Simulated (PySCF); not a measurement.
Spectrum to structure. Theory: TDDFT PBE0/def2-SVPD, vertical, gas phase, core orbitals frozen in the response in PySCF. Geometries: PBE0-D3(BJ)/def2-SVP, one conformer each. Relativistic effects are left out although some hold elements past zinc.

```csv
state,ν̃ (cm⁻¹),f,"main configurations (H = HOMO, L = LUMO)"
S1,17630,0.0000,H→L (100%)
S2,39160,0.392,H-1→L (93%)
S3,45140,0.0000,H-2→L (97%)
S4,45410,0.035,"H→L+1 (87%), H→L+5 (9%)"
S5,47830,0.063,"H→L+3 (72%), H→L+2 (28%)"
S6,48900,0.067,"H→L+2 (69%), H→L+3 (27%)"
S7,51230,0.0020,H→L+4 (95%)
S8,52100,0.017,"H→L+5 (85%), H→L+1 (11%)"
S9,55740,0.0036,"H-4→L (55%), H-1→L+1 (40%)"
S10,56110,0.024,"H-1→L+1 (55%), H-4→L (38%)"
```

Triplets computed (Tamm–Dancoff): 1.73, 2.59, 5.02, 5.26 eV.

Orbital energies (eV): HOMO-3 -10.09, HOMO-2 -9.22, HOMO-1 -7.42, HOMO -6.06, LUMO -2.25, LUMO+1 0.59, LUMO+2 0.95.

Question: Which candidate is it? All have the formula C4H6Se.
A. `C#CC[Se]C`
B. `C1=C[Se]CC1`
C. `C(C[SeH])#CC`
D. `C1C(C=[Se])C1`

Answer: D. Its S1, at 2.19 eV, is the lowest among the candidates; the nearest of the others has S1 at 4.16 eV. S1 is HOMO→LUMO (100%). Löwdin shares by element: HOMO selenium 78%, carbon 15% or more; LUMO carbon 49% or more, selenium 41%. At the same level the other candidates give, for their lowest levels:
- `C#CC[Se]C`: 4.49 eV (f 0.003); 5.31 eV (f 0.022); 5.70 eV (f 0.021); 6.05 eV (f 0.004); 6.14 eV (f 0.005); T1 3.96 eV; HOMO -6.27, LUMO -0.29 eV
- `C1=C[Se]CC1`: 4.16 eV (f 0.002); 4.97 eV (f 0.099); 5.37 eV (f 0.024); 5.62 eV (f 0.014); 6.05 eV (f 0.031); T1 3.48 eV; HOMO -5.76, LUMO -0.13 eV
- `CC#CC[SeH]`: 4.64 eV (f 0.002); 5.37 eV (f 0.052); 5.71 eV (f 0.004); 5.95 eV (f 0.086); 6.28 eV (f 0.009); T1 4.10 eV; HOMO -6.56, LUMO -0.38 eV

The values belong to the conformer `[Se:1]=[CH:2][CH:3]1[CH2:4][CH2:5]1`: Se1–C2–C3–C4 147°.
